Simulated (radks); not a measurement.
Values are calculated unless marked as measured or tabulated.
Question: These are the eigenvalues of the occupied orbitals of an atom or ion with whole-number occupations (eV). Code: a radial shooting solver on a logarithmic mesh with Libxc functionals. Model: scalar-relativistic Kohn-Sham, r2SCAN, spin-polarised, spherical densities, finite nucleus; meta-GGA in the generalised Kohn-Sham scheme; Fermi nuclear charge, rms radius of each element as measured or else 0.836 A^(1/3) + 0.57 fm.

| orbital | eigenvalue |
|---|---|
| 1s up | -17884.50 |
| 1s down | -17884.49 |
| 2s up | -2505.669 |
| 2s down | -2505.519 |
| 2p up | -2234.013 |
| 2p down | -2233.901 |
| 3s up | -431.3013 |
| 3s down | -431.2139 |
| 3p up | -341.8796 |
| 3p down | -341.7750 |
| 3d up | -195.6537 |
| 3d down | -195.4905 |
| 4s up | -74.4898 |
| 4s down | -73.6318 |
| 4p up | -51.5604 |
| 4p down | -50.5394 |
| 4d up | -20.1713 |
| 5s up | -18.1717 |

Which element is it, and in what charge state? The configuration may be excited. Open shells, if any, are filled with parallel spins first.

Answer: Z = 40, zirconium, charge +2: Zr2+ in [Kr] 4d1 5s1. The list shows which subshells hold electrons but not how many an open one holds; the 1s level, -657.24 hartree, gives Z - s = 36.3 by -(Z - s)^2/2, which with screening and relativity narrows Z to a few neighbours, and the depths of the outer levels then fix element, charge and occupations together.
